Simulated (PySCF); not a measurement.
Relaxation of quintet NdH₂

These are results of UPBE0/[Nd def2-TZVP with ECP28, H def2-TZVP], scalar-relativistic core potentials, density fitting, no spin–orbit coupling, PySCF, not measurements. A (50,194) grid was used.

A hand-made linear start, of D∞h symmetry, held to at least that symmetry:

```xyz
3
charge 0 multiplicity 5, angstrom
Nd    0.0000    0.0000    0.0000
H     0.0000    0.0000    2.0600
H     0.0000    0.0000   -2.0600
```

(1) What does it relax to?

(2) How much energy is released, and in how many steps?

## Answers

(1) It ends at D∞h with Nd–H 2.267 Å (×2); H–Nd–H 180.0°. A frequency run shows 2 imaginary modes (one degenerate set), down to 413i cm⁻¹, so it is a higher-order saddle point.

(2) 26.9 kJ/mol in 4 steps.

Other spin states or occupations of the open shell can lie lower. The pruned grid is coarse for the open f shell: energies are uncertain by about 2 kJ/mol and soft modes are noisy. No spin–orbit coupling is included, which matters more the heavier the element.
